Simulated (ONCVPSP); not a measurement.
# Before and after: ONCV potential for Ag

* Element: silver (Ag)
* Generator: ONCVPSP 4.0.1
* Type: optimised norm-conserving Vanderbilt (ONCV)
* Functional: PBE
* Relativity: scalar-relativistic
* Frozen core: [Ar] 3d10
* Valence charge: 19
* Reference configuration: 4s2 4p6 4d10 (charge +1)
* Partial waves: 4s: rc 1.30 bohr, ncon 4, nbas 8, qcut 11 1/bohr, 2 projectors, debl 2.9 Ha; 4p: rc 1.60 bohr, ncon 4, nbas 7, qcut 9.5 1/bohr, 1 projector; 4d: rc 1.30 bohr, ncon 3, nbas 7, qcut 6.4 1/bohr, 1 projector
* Local potential: polynomial inside 0.85 bohr (lpopt 5, dvloc0 -1 Ha)
* Core correction: none

In the s channel the program set the typed energies aside and used -3.795, 0.250 Ha.

All-electron outer shells of the reference configuration (PBE, scalar-relativistic, ld1.x):

| shell | level (eV) | outermost node (bohr) | outermost maximum (bohr) |
| --- | --- | --- | --- |
| 4s | -103.28 | 0.44 | 0.82 |
| 4p | -66.82 | 0.44 | 0.88 |
| 4d | -15.64 | 0.43 | 1.04 |

Change: local potential polynomial inside 0.85 bohr (lpopt 5, dvloc0 -3 Ha).

Cutoffs: the cutoffs (Ha) at which the residual kinetic energy of the hardest occupied pseudo-wave falls to 1 and 0.1 mHa per electron; they do not see the model core or the augmentation charge, which bear on the density cutoff. Errors are all-electron minus pseudo energies relative to the spin-unpolarised reference configuration.

Task: What does the change do?

Result: The potential gets neither clearly harder nor softer (98 Ha and 154 Ha → 98 Ha and 154 Ha); the errors of the 4 common tests hardly move; the range in which the s phases agree narrows (upper end 3.7 → 2.3); neither file shows a bound ghost.

```csv
quantity,base,changed
"cutoff, loose",98 Ha,98 Ha
"cutoff, tight",154 Ha,154 Ha
bound ghosts,none,none
GHOST(+) flags under 300 eV,s at 114.8 eV,s at 64.0 eV
"error for 4s2 4p6 4d10 5s1, meV [ΔE -7.76 eV]",+1.5,+1.5
"error for 4s2 4p6 4d9, meV [ΔE 22.11 eV]",-8.9,-8.8
"error for 4s2 4p6 4d8, meV [ΔE 58.31 eV]",-13,-13
"error for 4s2 4p6 4d10 5s0.5, meV [ΔE -4.74 eV]",+0.8,+0.8
s: phases at 1.32 bohr within 0.05 rad from the reference energy up to (Ha; the scan ends near 5),3.7,2.3
p: phases at 1.62 bohr within 0.05 rad from the reference energy up to (Ha; the scan ends near 5),-0.1,-0.2
d: phases at 1.32 bohr within 0.05 rad from the reference energy up to (Ha; the scan ends near 5),to the end of the scan,to the end of the scan
```
